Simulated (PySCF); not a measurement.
selenium dioxide (O₂Se), SMILES O=[Se]=O.

Coordinates come from a PBE0-D3(BJ)/def2-TZVP optimisation.

Two levels are set side by side: TDDFT-PBE/def2-SVPD (PySCF) and TDDFT-PBE0/def2-SVPD (PySCF). Vertical, same geometry. The lowest singlet is HOMO→LUMO 100 % with PBE and HOMO→LUMO 100 % with the other functional; states are paired by order. Differences are taken from unrounded values.

```csv
quantity,TDDFT-PBE0
lowest singlet excitation (eV),3.19
lowest triplet excitation (TDA) (eV),2.39
```

### Question
What does TDDFT-PBE give, and how far is it from TDDFT-PBE0? (An estimate is asked for; the answer gives what the named calculation found.)

### Answer

| quantity | TDDFT-PBE | TDDFT-PBE minus TDDFT-PBE0 |
|---|---|---|
| lowest singlet excitation (eV) | 3.18 | -0.01 |
| lowest triplet excitation (TDA) (eV) | 2.42 | 0.03 |

On these quantities the two levels nearly agree.

Rough cost on one machine, each run with all the roots and properties that it gave: TDDFT-PBE0 against TDDFT-PBE about 3 times.
